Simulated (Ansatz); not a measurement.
Ansatz (a program for electronic structure) input:

Ansatz 0.2 input:
```yaml
crystal:
  periodic: [false, false, false]
  atoms:
    - {symbol: C, position_ang: [-2.56198286, 0.05753583, -0.38844115]}
    - {symbol: C, position_ang: [-1.28144615, -0.63322418, -0.12899469]}
    - {symbol: C, position_ang: [-0.02953146, 0.06903181, -0.01122084]}
    - {symbol: O, position_ang: [0.02950273, 1.29426185, -0.12324829]}
    - {symbol: C, position_ang: [1.21501168, -0.76549955, 0.25702860]}
    - {symbol: C, position_ang: [2.48839542, 0.05833401, 0.36601850]}
    - {symbol: H, position_ang: [-2.40906304, 1.13178973, -0.47155074]}
    - {symbol: H, position_ang: [-3.02605074, -0.31156164, -1.31029119]}
    - {symbol: H, position_ang: [-3.28341644, -0.14165414, 0.41234371]}
    - {symbol: H, position_ang: [-1.27738419, -1.71290903, -0.02189599]}
    - {symbol: H, position_ang: [1.04397723, -1.34173457, 1.17306031]}
    - {symbol: H, position_ang: [1.30013477, -1.51084446, -0.54148795]}
    - {symbol: H, position_ang: [3.34756726, -0.58590836, 0.55792392]}
    - {symbol: H, position_ang: [2.41377900, 0.78598512, 1.17412941]}
    - {symbol: H, position_ang: [2.67175459, 0.61567498, -0.55258775]}
basis:
  gaussian:
    orbitals: aug-cc-pVDZ
magnetization: {spin_polarized: true, initial_magnetization: 1}
correlation: {method: ccsd_t, electrons: outside_noble_gas}
output: {forces: true}
```

**Question.** What final total energy does it print?

**Answer.** -270.43809 Eh (CCSD(T)/aug-cc-pVDZ). The basis has 219 functions.

It need not be the lowest isomer of its formula.

The determinant is spin-contaminated: <S^2> is 0.87 against 0.75 for a pure state.
